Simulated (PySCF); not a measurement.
Species: C₈H₁₀P₂.
Bonds: P1–P2, P2–C3, C3–C4, C4–C5 (aromatic), C5–C6 (aromatic), C6–C7 (aromatic), C7–C8 (aromatic), C8–C9 (aromatic), C9–C10, P2–C10, C4–C9 (aromatic). Hydrogens: H11, H12 on P1; H13, H14 on C3; H15 on C5; H16 on C6; H17 on C7; H18 on C8; H19, H20 on C10.

The same species was optimised twice, with GFN2-xTB and with PBE0-D3(BJ)/def2-SVP (PySCF), and the same property calculations (PySCF, gas phase) were run on both structures.

```json
{"coordinate": "P1–P2 (Å)", "GFN2-xTB": "2.176", "PBE0-D3(BJ)/def2-SVP": "2.243", "change": "+0.067"}
{"coordinate": "C8–C9 (Å)", "GFN2-xTB": "1.384", "PBE0-D3(BJ)/def2-SVP": "1.395", "change": "+0.011"}
{"coordinate": "C4–C5 (Å)", "GFN2-xTB": "1.383", "PBE0-D3(BJ)/def2-SVP": "1.395", "change": "+0.012"}
{"coordinate": "C4–C9 (Å)", "GFN2-xTB": "1.392", "PBE0-D3(BJ)/def2-SVP": "1.403", "change": "+0.011"}
{"coordinate": "C6–C7 (Å)", "GFN2-xTB": "1.385", "PBE0-D3(BJ)/def2-SVP": "1.395", "change": "+0.010"}
{"coordinate": "P2–C10 (Å)", "GFN2-xTB": "1.868", "PBE0-D3(BJ)/def2-SVP": "1.878", "change": "+0.010"}
{"coordinate": "P2–C3 (Å)", "GFN2-xTB": "1.868", "PBE0-D3(BJ)/def2-SVP": "1.877", "change": "+0.009"}
{"coordinate": "C5–C6 (Å)", "GFN2-xTB": "1.385", "PBE0-D3(BJ)/def2-SVP": "1.394", "change": "+0.009"}
{"coordinate": "C7–C8 (Å)", "GFN2-xTB": "1.386", "PBE0-D3(BJ)/def2-SVP": "1.394", "change": "+0.008"}
{"coordinate": "C3–C4 (Å)", "GFN2-xTB": "1.499", "PBE0-D3(BJ)/def2-SVP": "1.506", "change": "+0.007"}
{"coordinate": "C9–C10 (Å)", "GFN2-xTB": "1.499", "PBE0-D3(BJ)/def2-SVP": "1.505", "change": "+0.006"}
{"coordinate": "P2–C3–C4 (°)", "GFN2-xTB": "106.1", "PBE0-D3(BJ)/def2-SVP": "107.1", "change": "+1.0"}
{"coordinate": "P2–C10–C9 (°)", "GFN2-xTB": "106.1", "PBE0-D3(BJ)/def2-SVP": "107.1", "change": "+1.0"}
{"coordinate": "P1–P2–C3 (°)", "GFN2-xTB": "96.7", "PBE0-D3(BJ)/def2-SVP": "96.0", "change": "-0.7"}
{"coordinate": "C3–C4–C5 (°)", "GFN2-xTB": "124.8", "PBE0-D3(BJ)/def2-SVP": "125.3", "change": "+0.5"}
{"coordinate": "C4–C5–C6 (°)", "GFN2-xTB": "119.5", "PBE0-D3(BJ)/def2-SVP": "119.9", "change": "+0.4"}
{"coordinate": "P1–P2–C10 (°)", "GFN2-xTB": "96.4", "PBE0-D3(BJ)/def2-SVP": "96.0", "change": "-0.4"}
{"coordinate": "C7–C8–C9 (°)", "GFN2-xTB": "119.4", "PBE0-D3(BJ)/def2-SVP": "119.8", "change": "+0.4"}
{"coordinate": "C5–C4–C9 (°)", "GFN2-xTB": "120.2", "PBE0-D3(BJ)/def2-SVP": "119.9", "change": "-0.3"}
```

Rotational constants: A = 1923, B = 699.1, C = 674.5 MHz (GFN2-xTB) against A = 1890, B = 675.5, C = 653.4 MHz (PBE0-D3(BJ)/def2-SVP).

On the GFN2-xTB structure: HOMO (eV) -6.41 [PBE0/pcSseg-1]; LUMO (eV) -0.31 [PBE0/pcSseg-1]; dipole (D) 0.57 [PBE0/pcSseg-1]; GIAO shielding of P1 (ppm) 531.8 [PBE0/pcSseg-1]; GIAO shielding of P2 (ppm) 360.7 [PBE0/pcSseg-1]; GIAO shielding of C3/C10 (mean) (ppm) 148.5 [PBE0/pcSseg-1]; GIAO shielding of C4/C9 (mean) (ppm) 39.4 [PBE0/pcSseg-1]; GIAO shielding of C5/C8 (mean) (ppm) 54.1 [PBE0/pcSseg-1]; GIAO shielding of C6/C7 (mean) (ppm) 54.9 [PBE0/pcSseg-1].

Question: What do these properties become on the PBE0-D3(BJ)/def2-SVP structure?

Answer: 
| property | level | on GFN2-xTB | on PBE0-D3(BJ)/def2-SVP | change |
| --- | --- | --- | --- | --- |
| HOMO (eV) | PBE0/pcSseg-1 | -6.41 | -6.50 | -0.09 |
| LUMO (eV) | PBE0/pcSseg-1 | -0.31 | -0.37 | -0.06 |
| dipole (D) | PBE0/pcSseg-1 | 0.57 | 0.62 | +0.05 |
| energy, GFN2-xTB geometry as zero (kcal/mol) | PBE0/pcSseg-1 | 0.0 | -1.8 | -1.8 |
| GIAO shielding of P1 (ppm) | PBE0/pcSseg-1 | 531.8 | 504.6 | -27.2 |
| GIAO shielding of P2 (ppm) | PBE0/pcSseg-1 | 360.7 | 348.2 | -12.5 |
| GIAO shielding of C3/C10 (mean) (ppm) | PBE0/pcSseg-1 | 148.5 | 147.1 | -1.4 |
| GIAO shielding of C4/C9 (mean) (ppm) | PBE0/pcSseg-1 | 39.4 | 36.8 | -2.6 |
| GIAO shielding of C5/C8 (mean) (ppm) | PBE0/pcSseg-1 | 54.1 | 52.0 | -2.1 |
| GIAO shielding of C6/C7 (mean) (ppm) | PBE0/pcSseg-1 | 54.9 | 52.3 | -2.6 |

The heavy atoms differ by 0.037 Å rms after alignment. Among bonds between heavy atoms P1–P2 changes most (+0.067 Å). Changes are differences of the printed values. Neither structure is proved a minimum here.
